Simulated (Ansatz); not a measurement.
`F[SiH](F)[SiH2]`• → 2 F• + 3 H• + 2 Si•  (atomization)

Gas-phase electronic energies from Ansatz, PBE0-D4/def2-TZVP geometries. CCSD(T)/CBS adds triple-zeta CCSD(T) − MP2 to the extrapolated MP2 energy (def2 sets, frozen cores). This one scheme is used for every species, atoms too. Functionals use def2-TZVPP. B3LYP here is the variant with VWN-RPA as its local correlation; programs differ in this. Open shells (•) are unrestricted, without spin–orbit coupling. Spin–orbit coupling would lower the free atoms: a little for F, Si.

CCSD(T)/CBS gives +561.1 kcal/mol.

Another level gave +551.0 kcal/mol. Which?
A. PBE-D4/def2-TZVPP
B. B3LYP-D4/def2-TZVPP
C. SCS-MP2/def2-TZVPP
D. ωB97X-V/def2-TZVPP

C. SCS-MP2/def2-TZVPP 551.0, PBE-D4 559.5, B3LYP-D4 555.5, ωB97X-V 561.8 kcal/mol.

Largest T1 diagnostic among the species: 0.014.

From BLYP to BHLYP (50 % exact exchange), in def2-TZVPP and without D4, ΔE moves by −9.5 kcal/mol: exact exchange takes away binding that semilocal exchange gives to molecules. At CCSD(T), def2-SVP lies −51.3 kcal/mol from the extrapolated value and def2-TZVPP −17.2 kcal/mol: correlation converges slowly with the basis, and small sets miss more of it in the bonded molecule than in its fragments.

For atomizations the MP2-based limit and the directly extrapolated one differ by several kJ/mol either way, and by 10 to 25 for some Ge, Se and Sn compounds, so smaller differences from it don't rank the levels.
